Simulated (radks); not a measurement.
Q: Radial electron density D(r) = 4 pi r^2 rho(r) of an atom or ion with 41 electrons. Calculated with a radial shooting solver on a logarithmic mesh with Libxc functionals: scalar-relativistic Kohn-Sham, B86b exchange with PBE correlation, spin-polarised, spherical densities, finite nucleus; Fermi nuclear charge, rms radius of each element as measured or else 0.836 A^(1/3) + 0.57 fm.

| r (bohr) | D(r) (e/bohr) | spin D(r) |
|---|---|---|
| 0.002696 | 5.528 | -0.000221 |
| 0.003113 | 6.999 | -0.000280 |
| 0.003595 | 8.811 | -0.000351 |
| 0.004119 | 10.88 | -0.000432 |
| 0.004757 | 13.52 | -0.000535 |
| 0.005494 | 16.64 | -0.000656 |
| 0.006345 | 20.28 | -0.000795 |
| 0.007327 | 24.43 | -0.000951 |
| 0.008462 | 29.05 | -0.00112 |
| 0.009695 | 33.74 | -0.00129 |
| 0.0112 | 38.88 | -0.00146 |
| 0.01293 | 43.92 | -0.00163 |
| 0.01493 | 48.54 | -0.00176 |
| 0.01725 | 52.32 | -0.00185 |
| 0.01992 | 54.88 | -0.00187 |
| 0.02282 | 55.92 | -0.00182 |
| 0.02635 | 55.46 | -0.00166 |
| 0.03044 | 53.63 | -0.00136 |
| 0.03515 | 51.04 | -0.000784 |
| 0.04059 | 48.65 | 0.000382 |
| 0.04651 | 47.63 | 0.00265 |
| 0.05371 | 48.78 | 0.00760 |
| 0.06203 | 52.61 | 0.0176 |
| 0.07164 | 58.50 | 0.0368 |
| 0.08273 | 64.79 | 0.0711 |
| 0.09555 | 69.12 | 0.128 |
| 0.1095 | 69.51 | 0.210 |
| 0.1264 | 65.30 | 0.332 |
| 0.146 | 57.63 | 0.488 |
| 0.1686 | 49.71 | 0.664 |
| 0.1947 | 45.11 | 0.829 |
| 0.2249 | 45.66 | 0.935 |
| 0.2577 | 49.71 | 0.935 |
| 0.2976 | 53.88 | 0.795 |
| 0.3436 | 53.61 | 0.527 |
| 0.3969 | 47.02 | 0.212 |
| 0.4583 | 35.92 | -0.00255 |
| 0.5251 | 25.12 | 0.0374 |
| 0.6064 | 17.03 | 0.449 |
| 0.7004 | 13.66 | 1.25 |
| 0.8088 | 13.54 | 2.28 |
| 0.9341 | 14.00 | 3.25 |
| 1.079 | 13.16 | 3.85 |
| 1.236 | 10.92 | 3.90 |
| 1.427 | 7.805 | 3.44 |
| 1.648 | 4.909 | 2.66 |
| 1.904 | 2.769 | 1.81 |
| 2.199 | 1.433 | 1.10 |
| 2.539 | 0.7002 | 0.611 |
| 2.909 | 0.3453 | 0.325 |
| 3.36 | 0.1595 | 0.156 |
| 3.88 | 0.07008 | 0.0697 |
| 4.481 | 0.02753 | 0.0275 |
| 5.175 | 0.008956 | 0.00895 |
| 5.977 | 0.002242 | 0.00224 |
| 6.847 | 0.0004497 | 0.000450 |

What is the nuclear charge?

A: Z = 44. The innermost maximum, from 1s, lies near gamma/Z bohr with gamma = sqrt(1 - (Z/c)^2) = 0.947, here 0.0215 bohr (found: 0.0236), and its height grows with Z. The density is that of the ruthenium ion Ru3+ in [Kr] 4d4.75 5p0.25; the configuration itself is not fixed sharply by these data, and Z only to a few units. D(r) has 4 maxima, at r = 0.0236, 0.104, 0.317, 0.934 bohr, and minima at 0.0469, 0.206, 0.753 bohr, inside which lie 2.02, 11.11, 29.16 electrons.
